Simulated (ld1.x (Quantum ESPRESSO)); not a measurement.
Ranking TM potentials for selenium (Se)

All share these settings but for the change named:

ld1.x (Quantum ESPRESSO) 7.5 input, shortened:

```
&input
   title='Se', zed=34., rel=1, dft='PBESOL', iswitch=3,
   config='[Ar] 3d10 4s2 4p4'
 /
 &inputp
   pseudotype=2, tm=.true., lloc=-2, rcloc=1.45,
   nlcc=.true., rcore=0.70
 /
2
4S  1  0   2.00   0.00  1.30  1.30  0.0
4P  2  1   4.00   0.00  1.65  1.65  0.0
 &test
   configts(1)='4s2 4p4'
 /
```

Test errors are all-electron minus pseudo excitation energies from the reference, over 4s2 4p3; 4s2 4p2; 4s2 4p1; 4s1 4p5; 4s2 4p0; 4s2 4p4.3; 4s0 4p6. None of these files shows a bound ghost.

The base gives 101.6 meV.

Of 6 variants that were run, those that failed, showed a ghost or another fault, or gave nearly equal values are left out.

A variant can come out equal or close to the base, since the largest error may sit in a test that the change hardly touches while other tests move.

Rank these variants by their largest absolute test error, smallest first.
A. local potential the p channel
B. all radii but the core radius scaled by about 1.08 (s 1.40, p 1.78 bohr); local potential all-electron potential smoothed inside 1.56 bohr (lloc = -2)
C. wave 4p (bound): rc 1.65 bohr becomes 4p (bound): rc 2.48 bohr
D. wave 4s (bound): rc 1.30 bohr becomes 4s (bound): rc 1.26 bohr

D (94.3 meV), B (116.6 meV), A (193.4 meV), C (272.9 meV).
